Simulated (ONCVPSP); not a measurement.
**What one change does to a pseudopotential (Cr (Z = 24), ONCV)**

```
Element                 : chromium (Cr)
Generator               : ONCVPSP 4.0.1
Type                    : optimised norm-conserving Vanderbilt (ONCV)
Functional              : PBE
Relativity              : scalar-relativistic
Frozen core             : [Ar]
Valence charge          : 6
Reference configuration : 3d5 4s0.75 4p0.25
Partial waves           : 4s: rc 2.35 bohr, ncon 4, nbas 7, qcut 3.5 1/bohr, 2 projectors, debl 2.8 Ha; 4p: rc 4.00 bohr, ncon 4, nbas 8, qcut 2.4 1/bohr, 3 projectors, debl 2.1 Ha; 3d: rc 1.85 bohr, ncon 4, nbas 8, qcut 6.7 1/bohr, 2 projectors, debl 0.5 Ha
Local potential         : polynomial inside 1.75 bohr (lpopt 5, dvloc0 2 Ha)
Core correction         : Teter function fitted to the true core (icmod 2), fcfact 0.3
```

Change: d: rc 1.72; local potential polynomial inside 1.72 bohr (lpopt 5, dvloc0 2 Ha).

Cutoffs: the cutoffs (Ha) at which the residual kinetic energy of the hardest occupied pseudo-wave falls to 1 and 0.1 mHa per electron; they do not see the model core or the augmentation charge, which bear on the density cutoff. Errors are all-electron minus pseudo energies relative to the spin-unpolarised reference configuration.

**Question.** What does the change do?

**Answer.** The potential gets harder (23 Ha and 64 Ha → 43 Ha and 79 Ha); of the 3 tests that both files solve, the error grows in 2 and shrinks in 0 by more than 15 % and 0.3 meV (median size 0.5 → 0.8 meV); neither file shows a bound ghost. A smaller radius makes the pseudo-wave follow the all-electron one further in, where it bends more sharply, so more plane waves are needed.

```csv
quantity,base,changed
"cutoff, loose",23 Ha,43 Ha
"cutoff, tight",64 Ha,79 Ha
loose cutoff by channel,"s 3.5 Ha, p 0.8 Ha, d 23 Ha","s 3.5 Ha, p 0.8 Ha, d 43 Ha"
bound ghosts,none,none
GHOST(+) flags under 300 eV,"s at 94.3 eV, p at 143.2 eV","s at 91.3 eV, p at 142.6 eV"
tests with a reliable result,3 of 4,3 of 4
"error for 3d5 4s1 4p0, meV [ΔE -0.76 eV]",+0.1,0.0
"error for 3d5 4s0 4p0, meV [ΔE 6.14 eV]",-3.0,-4.8
"error for 3d5 4s0.5 4p0, meV [ΔE 1.95 eV]",-0.5,-0.8
s: phases at 2.38 bohr within 0.05 rad from the reference energy up to (Ha; the scan ends near 5),3.1,3.1
p: phases at 4.06 bohr within 0.05 rad from the reference energy up to (Ha; the scan ends near 5),0.7,0.7
"rms error of d²Exc/dni dnj with the model core, mHa",3.69,3.81
```
